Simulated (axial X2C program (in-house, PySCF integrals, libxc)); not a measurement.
# Low determinants of HfH⁺ at the PBE0 level, with spin–orbit coupling

Calculated with an in-house all-electron X2C program for linear molecules (integrals from PySCF). Two-component (2c) means X2C with spin–orbit coupling and atomic mean-field two-electron Coulomb and Gaunt terms. Basis: Hf dyall-cv3z [13s14p9d7f4g], H dyall-v3z [6s2p1d] (cores contracted in-house); Gaussian nuclei, density fitting, unrestricted open shells. Masses: Hf 179.947 u, H 1.008 u.

Search at 1.778 Å (vertical energies from the lowest determinant):

```
ΔE (eV)  state  electrons beyond evenly filled partner blocks  electrons in ±ω = 1/2, 3/2, 5/2, 7/2
   0.00  Ω = 1                              ω = -1/2, ω = 3/2                             41 21 8 2
   0.32  Ω = 0                                           none                             42 20 8 2
   0.40  Ω = 3                               ω = 1/2, ω = 5/2                             41 20 9 2
   0.64  Ω = 2                               ω = 1/2, ω = 3/2                             41 21 8 2
   0.77  Ω = 1                                    2 × ω = 1/2                             42 20 8 2
   1.17  Ω = 2                              ω = -1/2, ω = 5/2                             41 20 9 2
   1.41  Ω = 1                              ω = -3/2, ω = 5/2                             40 21 9 2
```

Lowest determinant, Ω = 1 (⟨Sz⟩ = -0.97, ⟨Lz⟩ = 1.97 at PBE0): Re = 1.777 Å, ωe = 1865.2 cm⁻¹.

The determinant in row 2 of the search, Ω = 0 (closed shell), was followed along the bond at PBE0; measured from the minimum of the lowest determinant it gives:

Te = 0.311 eV (2510 cm⁻¹), Re = 1.743 Å, ωe = 1937.4 cm⁻¹.

(1) Compare the bond of the determinant in row 2 with that of the lowest one.

The search compares states at one distance, so a state with another bond length can lie lower; it is not exhaustive and yields mostly the lowest determinant of each block pattern, so other components and higher states of one pattern are missing. These are energies of single determinants, not of spin-adapted states; PBE0 term energies can be off by some tenths of an eV, and the functional has no current term. Open-shell Ω = 0 determinants with evenly filled partner blocks cannot be reached by this program, so the Ω shown need not be the lowest component. The lowest determinant need not be the ground state where others lie within half an eV.

Answers

(1) At PBE0 its Re is 0.034 Å shorter and its force constant, which goes as ωe², is 1.08 times that of the lowest determinant. T0 ≈ Te + Δωe/2 = 2510 + (36) = 2546 cm⁻¹.
